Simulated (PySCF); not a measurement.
BiBr3, triplet, at a GFN2-xTB geometry (such geometries of metal compounds can be far from the true shape) (a higher spin typed on purpose: for a closed-shell molecule this is an excited state) (core potentials on Bi); PBE0/def2-SVP (PySCF).

Input for PySCF:
```python
from pyscf import gto, scf, dft

mol = gto.Mole()
mol.atom = '''
    Bi   -0.009649    0.051965   -0.005793
    Br   -1.592504   -2.060240    0.193467
    Br   -0.610712    3.288912   -0.366632
    Br    2.226099   -1.351902    0.186903
'''
mol.basis = 'def2-svp'
mol.ecp = {'Bi': 'def2-svp'}
mol.charge = 0
mol.spin = 2
mol.verbose = 4
mol.build()

mf = dft.UKS(mol)
mf.xc = 'pbe0'
mf.grids.atom_grid = (99, 590)
mf.grids.prune = None
mf.kernel()
```

It wrote (shortened):

```
PySCF version 2.14.0

[INPUT] verbose = 4
[INPUT] num. atoms = 4
[INPUT] num. electrons = 128
[INPUT] charge = 0
[INPUT] spin (= nelec alpha-beta = 2S) = 2
[INPUT] symmetry False subgroup None
[INPUT] Mole.unit = angstrom
[INPUT] Symbol           X                Y                Z      unit          X                Y                Z       unit  Magmom
[INPUT]  1 Bi    -0.009649000000   0.051965000000  -0.005793000000 AA   -0.018233967376   0.098199618063  -0.010947183440 Bohr   0.0
[INPUT]  2 Br    -1.592504000000  -2.060240000000   0.193467000000 AA   -3.009396412274  -3.893289350874   0.365599644141 Bohr   0.0
[INPUT]  3 Br    -0.610712000000   3.288912000000  -0.366632000000 AA   -1.154078420985   6.215142927796  -0.692834068502 Bohr   0.0
[INPUT]  4 Br     2.226099000000  -1.351902000000   0.186903000000 AA    4.206717436168  -2.554724527252   0.353195481860 Bohr   0.0

nuclear repulsion = 854.532561143734
number of shells = 46
number of NR pGTOs = 283
number of NR cGTOs = 122
basis = def2-svp
ecp = {'Bi': 'def2-svp'}

******** <class 'pyscf.dft.uks.UKS'> ********
method = UKS
initial guess = minao
damping factor = 0
level_shift factor = 0
DIIS = <class 'pyscf.scf.diis.CDIIS'>
diis_start_cycle = 1
diis_space = 8
diis_damp = 0
SCF conv_tol = 1e-09
SCF conv_tol_grad = None
SCF max_cycles = 50
direct_scf = True
direct_scf_tol = 1e-13
number electrons alpha = 65  beta = 63
XC library pyscf.dft.libxc version 7.1.2
    S. Lehtola, C. Steigemann, M. J. T. Oliveira, and M. A. L. Marques,  SoftwareX 7, 1–5 (2018)
XC functionals = pbe0
    C. Adamo and V. Barone,  J. Chem. Phys. 110, 6158 (1999)
    M. Ernzerhof and G. E. Scuseria,  J. Chem. Phys. 110, 5029 (1999)
radial grids:
    Treutler-Ahlrichs [JCP 102, 346 (1995); DOI:10.1063/1.469408] (M4) radial grids

becke partition: Becke, JCP 88, 2547 (1988); DOI:10.1063/1.454033
pruning grids: None
grids dens level: 3
symmetrized grids: False
atomic radii adjust function: <function treutler_atomic_radii_adjust>
User specified grid scheme (99, 590)
small_rho_cutoff = 0
Set gradient conv threshold to 3.16228e-05
tot grids = 233640
init E= -7905.57572499254

cycle= 1 E= -7931.40869633016  delta_E= -25.8  |g|= 2.08  |ddm|=  9.6

cycle= 2 E= -7848.6047898564  delta_E= 82.8  |g|= 6.48  |ddm|= 13.8

cycle= 3 E= -7934.97216942681  delta_E= -86.4  |g|= 0.582  |ddm|= 12.6

cycle= 4 E= -7935.26091367017  delta_E= -0.289  |g|= 0.247  |ddm|= 1.09
cycle= 5 E= -7935.28814191847  delta_E= -0.0272  |g|= 0.17  |ddm|= 0.718

cycle= 6 E= -7935.31014313725  delta_E= -0.022  |g|= 0.0542  |ddm|= 0.365
cycle= 7 E= -7935.31287022223  delta_E= -0.00273  |g|= 0.0329  |ddm|= 0.176
cycle= 8 E= -7935.31394148106  delta_E= -0.00107  |g|= 0.0156  |ddm|= 0.0906
cycle= 9 E= -7935.31419811929  delta_E= -0.000257  |g|= 0.00471  |ddm|= 0.0395
cycle= 10 E= -7935.31422065511  delta_E= -2.25e-05  |g|= 0.000801  |ddm|= 0.0128
cycle= 11 E= -7935.31422207916  delta_E= -1.42e-06  |g|= 0.000291  |ddm|= 0.00344
cycle= 12 E= -7935.31422227104  delta_E= -1.92e-07  |g|= 0.000158  |ddm|= 0.00144
cycle= 13 E= -7935.31422230582  delta_E= -3.48e-08  |g|= 5.6e-05  |ddm|= 0.000592
cycle= 14 E= -7935.31422230982  delta_E= -4.01e-09  |g|= 1.03e-05  |ddm|= 0.000224
cycle= 15 E= -7935.3142223099  delta_E= -7.64e-11  |g|= 6.38e-06  |ddm|= 2.93e-05
Extra cycle  E= -7935.31422230987  delta_E= 2.55e-11  |g|= 9.35e-06  |ddm|= 2.39e-05
converged SCF energy = -7935.31422230987  <S^2> = 2.0059455  2S+1 = 3.003961
```
